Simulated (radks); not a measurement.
Question: Excited configurations of Mg II: one electron is placed in a higher orbital outside [Ne]. The ground configuration is [Ne] 3s1. Calculated with a radial shooting solver on a logarithmic mesh with Libxc functionals: scalar-relativistic Kohn-Sham, BLYP, spin-unpolarised, spherical densities, finite nucleus; Fermi nuclear charge, rms radius 3.057 fm. Excitation = E - E(ground); binding = E(ion) - E, where the ion is the core of charge +2; n* = 2/sqrt(2 binding) in atomic units, and the quantum defect is n - n*.

| outer orbital | excitation (eV) | binding (eV) | n* | quantum defect | eigenvalue (eV) | <r> (bohr) |
|---|---|---|---|---|---|---|
| 3p | 4.449 | 10.766 | 2.248 | 0.752 | -7.741 | 3.404 |
| 4s | 8.429 | 6.786 | 2.832 | 1.168 | -5.235 | 6.163 |
| 4d | 11.442 | 3.773 | 3.798 | 0.202 | -2.777 | 9.540 |

Estimate the row for 4p.

Answer: excitation (eV) 9.771; binding (eV) 5.444; n* 3.162; quantum defect 0.838; eigenvalue (eV) -4.118; <r> (bohr) 7.229. The Delta-SCF ionisation energy is 15.215 eV (NIST Atomic Spectra Database: 15.035 eV, measured). Self-interaction in the functional shifts the binding energies and quantum defects, so they are the method's values and not measured ones. Spin polarisation and multiplet splitting are left out, so open shells lie too high by an amount that depends on their filling.

Beside tabulated values, note that spin-unpolarised runs miss the spin-polarisation part of the exchange energy of open shells.
